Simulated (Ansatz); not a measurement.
Program: Ansatz. Geometries: PBE0-D4/def2-TZVP. ΔE: electronic, gas phase. CCSD(T)/CBS adds triple-zeta CCSD(T) − MP2 to the extrapolated MP2 energy (def2 sets, frozen cores). This one scheme is used for every species. Functionals use def2-TZVPP. B3LYP here is the variant with VWN-RPA as its local correlation; programs differ in this. HSE06 is defined as in plane-wave codes. Open shells (•) are unrestricted, without spin–orbit coupling. For Ge outer-core shells are correlated without core-valence functions, which leaves a few kJ/mol of doubt a bond. Scalar relativity is left out up to krypton. One conformer a species, not always the lowest.

Reaction (homolysis of the Ge–O bond): `[OH][GeH]([Cl])[Cl]` → `[Cl][GeH][Cl]`• + `[OH]`•

```csv
level,ΔE (kJ/mol),difference from CCSD(T)/CBS
LDA (SPW92),514.2,53.1
PBE-D4,436.8,-24.3
B3LYP-D4,422.7,-38.4
HSE06-D4,431.4,-29.7
CAM-B3LYP-D4,437.8,-23.3
ωB97X-V,450.3,-10.8
B2PLYP,437.6,-23.5
PBE-QIDH,449.9,-11.2
PBE,431.8,-29.3
PBE0,427.2,-33.9
r2SCANh,424.8,-36.3
MP2/def2-SVP,464.6,3.5
MP2/def2-TZVPP,482.4,21.3
SCS-MP2/def2-TZVPP,468.1,7.0
HF/CBS(def2),313.0,-148.1
MP2/CBS(def2),493.9,32.8
CCSD(T)/CBS,461.1,0
```

Largest T1 diagnostic among the species: 0.013.

From r2SCAN to r2SCAN0 (25 % exact exchange), in def2-TZVPP and without D4, ΔE moves by −8.6 kJ/mol: exact exchange takes away binding that semilocal exchange gives to molecules. In def2-TZVPP, CCSD(T) changes the Hartree–Fock value by +136.4 kJ/mol (the triples alone add +10.8 kJ/mol) and MP2 by +169.2 kJ/mol; breaking electron pairs costs correlation energy, which Hartree–Fock lacks. The D4 term adds +8.1 kJ/mol with B3LYP and +4.3 kJ/mol with PBE0; it sums over pairs of atoms, weighted by their polarisabilities, and B3LYP, whose exchange is more repulsive, gets the larger term.
